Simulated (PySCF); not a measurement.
## Cu⁺: ionisation energy

Cu⁺ [Ar] 3d10 (1S) → Cu²⁺ [Ar] 3d9 (2D), as a difference of total energies. Computed with PySCF 2.14 in jorge-DZP-DKH, with scalar relativity by spin-free X2C-1e. Correlated levels: valence: [Ar] frozen. The calculations carry no spin-orbit coupling.

```tsv
method	ionisation energy (eV)
UHF	17.197
M06-L	20.156
r2SCAN	20.167
MP2 (valence)	19.988
SCS-MP2 (valence)	19.643
```

Problem. How much does correlation contribute at MP2 (valence)?

Solution. 19.988 − (17.197) = 2.791 eV, measured against UHF.

The reference lies between the lowest fine-structure levels, while these numbers refer to the centres of the terms.

Errors of the correlated levels include the incompleteness of this basis and the frozen core.

For comparison: 20.292 eV (measured; NIST Atomic Spectra Database, ionization energies).
